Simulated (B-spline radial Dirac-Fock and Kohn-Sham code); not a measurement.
The computed values come from a radial finite-basis atomic code: the Dirac equation of a negative muon with reduced mass in the field of a spherical finite nucleus, with the Uehling potential to all orders; nuclear polarisation, deformation, hyperfine structure, self-energy, higher-order vacuum polarisation, relativistic recoil and electron screening are left out. The nuclear charge is a Fermi distribution (skin thickness 2.3 fm).

Question: A muonic atom of atomic mass 134.91 u emits these computed lines: 2p3/2 → 1s1/2 3992 keV, 3d5/2 → 2p3/2 1227 keV, 4f7/2 → 3d5/2 433.9 keV, 5g9/2 → 4f7/2 199.9 keV. Which element is it, and what rms charge radius was used?

Answer: Barium (Z = 56, nuclide ¹³⁵Ba); the high transitions hardly feel the nucleus and fix Z. The 2p → 1s line lies 2998 keV below the value for a point nucleus without QED, which for this nuclear model gives a radius near 4.83 fm (4.8294 fm was used).
